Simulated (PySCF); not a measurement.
These are PySCF with PBE0-D3(BJ)/def2-TZVP values and carry that method's errors. All species are isolated molecules in the gas phase. One relaxed conformer stands for a flexible species; it need not be the lowest. 

Reference species (SMILES): `B[SiH2]C` (neutral, multiplicity 1).

The LUMO is -2.30 eV.

Changed species: `CB[SiH3]`.

**Question.** Give the shifts of the LUMO.

**Answer.** the LUMO goes up by 0.48 eV, to -1.82 eV.
